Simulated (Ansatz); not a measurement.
**Which method gave which barrier?**

Saddle point of CH6OSn, closed shell (CH₆OSn ([CH3][O][SnH3]) → CH₄OSn ([CH2][O][SnH2]) + H₂; bonds formed: H2–H5; bonds broken: Sn1–H2, C4–H5; bonds weakened to dative contacts: Sn1–O3), PBE0-D4/def2-TZVP structure:

```
9
angstrom
Sn -1.3111 0.9469 0.1789
H -0.5810 -0.4655 -1.3652
O 0.2012 -0.3416 0.9031
C 1.0465 -0.8273 0.0988
H 0.1530 -0.9121 -1.2870
H -2.1600 1.2264 1.6723
H -0.4114 2.4396 0.0380
H 1.3052 -1.8865 0.1868
H 1.7577 -0.1799 -0.4258
```

Computed with Ansatz 0.2.0 (basis: def2-TZVPP, with def2-QZVPP for the basis limit); correlated methods freeze the cores. Filled d shells of the heavier atoms are correlated. Core potentials replace the inner electrons of the atoms past krypton. The def2 sets are not built for correlating such inner shells, so the correlated values are less sure here. Extrapolation: Hartree–Fock as exp(−7.88 √X), correlation as X^−2.97. Four methods, as single points on the PBE0-D4 structures, gave these electronic barriers from the start structure: 36.64, 44.35, 56.05, 70.90 kcal/mol.

(1) The methods were, in alphabetical order, BHLYP-D4, BLYP-D4, HF, r2SCAN-D4. Which gave which? (Judge from chemistry; the calculation decides.)

T1 diagnostic: at most 0.023. The restricted Hartree–Fock reference is unstable towards an unrestricted one at one or more of these structures.

Results:

(1) By the calculation: BLYP-D4 36.64; r2SCAN-D4 44.35; BHLYP-D4 56.05; HF 70.90 kcal/mol. For comparison, CCSD(T) at an estimated basis limit (MP2 extrapolated from triple and quadruple zeta, plus CCSD(T) − MP2 in triple zeta) gives 53.87 kcal/mol.

Labels in which every atom is bracketed show which atoms are joined, not bond orders.

For scale, one of the runs: CCSD(T)/def2-TZVPP, 196 basis functions, launched by `ansatz run in.yaml --threads 4 --pin off --events-out ev --progress --plain --max-ram 9574MiB`. Hardware: 4 CPU threads of an Arm Neoverse N1, shared host. Wall time 100 s; peak host memory 2.6 GiB.
